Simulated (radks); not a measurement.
The germanium anion Ge4-, [Kr], held by a Watson sphere: a shell of charge +4 at radius R that stands for the Madelung well of a crystal (potential energy -4/R inside, -4/r outside, in hartree with lengths in bohr). Calculated with a radial shooting solver on a logarithmic mesh with Libxc functionals: scalar-relativistic Kohn-Sham, LDA (Slater exchange, VWN5 correlation), spin-polarised, spherical densities, point nucleus. Response by self-consistent Sternheimer equations with the Hartree and adiabatic LDA kernel, the relativistic mass of each level held fixed and spin-orbit coupling left out. The sphere does not respond.

R (bohr)	e(3d) (eV)	e(4s) (eV)	e(4p) (eV)	<r> 4p (bohr)	sum of <r^2> (bohr^2)	X-ray form factor at sin(theta)/lambda = 0.3 1/angstrom	alpha (bohr^3)
2.16	-30.157	-16.068	-7.730	2.509	64.77	21.730	37.34
2.44	-28.772	-14.851	-7.167	2.658	70.90	21.753	46.34
3.07	-27.284	-12.677	-5.958	3.008	86.33	21.885	76.37
4.58	-26.490	-9.964	-3.927	3.883	131.7	22.042	236.7
4.68	-26.477	-9.871	-3.834	3.942	135.1	22.044	253.4
4.74	-26.470	-9.820	-3.781	3.978	137.2	22.045	263.9
4.78	-26.467	-9.787	-3.746	4.002	138.7	22.045	271.0
4.96	-26.452	-9.651	-3.596	4.109	145.2	22.047	305.0
